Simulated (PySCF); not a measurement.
C₂H₅Cl₂Si (SMILES [CH2][Si](C)(Cl)Cl), doublet, geometry from GFN2-xTB; DF-B3LYP-D3ZERO/def2-SV(P) in PySCF.

Here is a job for PySCF.
```python
from pyscf import gto, scf, dft

mol = gto.M(
    atom='''
C    -1.30812215   -1.52127764   -0.54406338
Si    0.01262226   -0.32473758   -0.06082586
C     1.73881233   -1.12320320    0.11087430
Cl   -0.46846581    0.51463813    1.72890142
Cl    0.13777144    1.13737520   -1.46996919
H    -1.54162794   -1.73775962   -1.57106094
H    -1.87363874   -2.07880668    0.18082678
H     1.73631846   -1.90049328    0.86868372
H     2.48251296   -0.38326933    0.39586340
H     2.05738669   -1.57068661   -0.82546441
''',
    basis='def2-sv(p)',
    spin=1,
    verbose=4,
)

mf = dft.UKS(mol)
mf.xc = 'b3lyp'
mf.disp = 'd3zero'
mf = mf.density_fit(auxbasis='def2-universal-jkfit')
mf.kernel()
```

It wrote (shortened):

```
PySCF version 2.14.0

[INPUT] verbose = 4
[INPUT] num. atoms = 10
[INPUT] num. electrons = 65
[INPUT] charge = 0
[INPUT] spin (= nelec alpha-beta = 2S) = 1
[INPUT] symmetry False subgroup None
[INPUT] Mole.unit = angstrom
[INPUT] Symbol           X                Y                Z      unit          X                Y                Z       unit  Magmom
[INPUT]  1 C     -1.308122150000  -1.521277640000  -0.544063380000 AA   -2.471992600977  -2.874798099025  -1.028130782605 Bohr   0.0
[INPUT]  2 Si     0.012622260000  -0.324737580000  -0.060825860000 AA    0.023852614473  -0.613665088554  -0.114944216691 Bohr   0.0
[INPUT]  3 C      1.738812330000  -1.123203200000   0.110874300000 AA    3.285879085717  -2.122546430235   0.209522061253 Bohr   0.0
[INPUT]  4 Cl    -0.468465810000   0.514638130000   1.728901420000 AA   -0.885272079623   0.972525118958   3.267150180172 Bohr   0.0
[INPUT]  5 Cl     0.137771440000   1.137375200000  -1.469969190000 AA    0.260350289387   2.149327628872  -2.777839180649 Bohr   0.0
[INPUT]  6 H     -1.541627940000  -1.737759620000  -1.571060940000 AA   -2.913254592577  -3.283889752128  -2.968874901602 Bohr   0.0
[INPUT]  7 H     -1.873638740000  -2.078806680000   0.180826780000 AA   -3.540664074975  -3.928375291116   0.341713090187 Bohr   0.0
[INPUT]  8 H      1.736318460000  -1.900493280000   0.868683720000 AA    3.281166354427  -3.591411800776   1.641574319668 Bohr   0.0
[INPUT]  9 H      2.482512960000  -0.383269330000   0.395863400000 AA    4.691269595083  -0.724274065646   0.748073408739 Bohr   0.0
[INPUT] 10 H      2.057386690000  -1.570686610000  -0.825464410000 AA    3.887897376425  -2.968167520422  -1.559901660476 Bohr   0.0

nuclear repulsion = 351.64650239852
number of shells = 46
number of NR pGTOs = 176
number of NR cGTOs = 92
basis = def2-sv(p)
ecp = {}

******** <class 'pyscf.df.df_jk.DFUKS'> ********
method = DFUKS
initial guess = minao
damping factor = 0
level_shift factor = 0
DIIS = <class 'pyscf.scf.diis.CDIIS'>
diis_start_cycle = 1
diis_space = 8
diis_damp = 0
SCF conv_tol = 1e-09
SCF conv_tol_grad = None
SCF max_cycles = 50
direct_scf = False
number electrons alpha = 33  beta = 32
XC library pyscf.dft.libxc version 7.1.2
    S. Lehtola, C. Steigemann, M. J. T. Oliveira, and M. A. L. Marques,  SoftwareX 7, 1–5 (2018)
XC functionals = b3lyp
    P. J. Stephens, F. J. Devlin, C. F. Chabalowski, and M. J. Frisch,  J. Phys. Chem. 98, 11623 (1994)
radial grids:
    Treutler-Ahlrichs [JCP 102, 346 (1995); DOI:10.1063/1.469408] (M4) radial grids

becke partition: Becke, JCP 88, 2547 (1988); DOI:10.1063/1.454033
pruning grids: <function nwchem_prune>
grids dens level: 3
symmetrized grids: False
atomic radii adjust function: <function treutler_atomic_radii_adjust>
small_rho_cutoff = 0
Set gradient conv threshold to 3.16228e-05
tot grids = 134216
******** <class 'pyscf.df.df.DF'> ********
auxbasis = def2-universal-jkfit
Calc dispersion correction with DFTD3.
Parameters: xc=b3lyp, version=d3zero, atm=False
init E= -1289.01938139551

cycle= 1 E= -1288.72016285986  delta_E= 0.299  |g|= 0.321  |ddm|= 2.22
cycle= 2 E= -1288.71042683478  delta_E= 0.00974  |g|= 0.349  |ddm|= 0.824
cycle= 3 E= -1288.77637864029  delta_E= -0.066  |g|= 0.0313  |ddm|= 0.44
cycle= 4 E= -1288.77690640317  delta_E= -0.000528  |g|= 0.0112  |ddm|= 0.0479
cycle= 5 E= -1288.77698226184  delta_E= -7.59e-05  |g|= 0.00357  |ddm|= 0.0155
cycle= 6 E= -1288.77699046033  delta_E= -8.2e-06  |g|= 0.00117  |ddm|= 0.0059
cycle= 7 E= -1288.77699169641  delta_E= -1.24e-06  |g|= 0.00022  |ddm|= 0.00217
cycle= 8 E= -1288.77699173688  delta_E= -4.05e-08  |g|= 0.000149  |ddm|= 0.00054
cycle= 9 E= -1288.77699174968  delta_E= -1.28e-08  |g|= 3.41e-05  |ddm|= 0.000208
cycle= 10 E= -1288.77699175038  delta_E= -7.07e-10  |g|= 8.37e-06  |ddm|= 4.92e-05
Extra cycle  E= -1288.77699175042  delta_E= -3.32e-11  |g|= 6.39e-06  |ddm|= 1.79e-05
converged SCF energy = -1288.77699175042  <S^2> = 0.75323906  2S+1 = 2.0032364
```
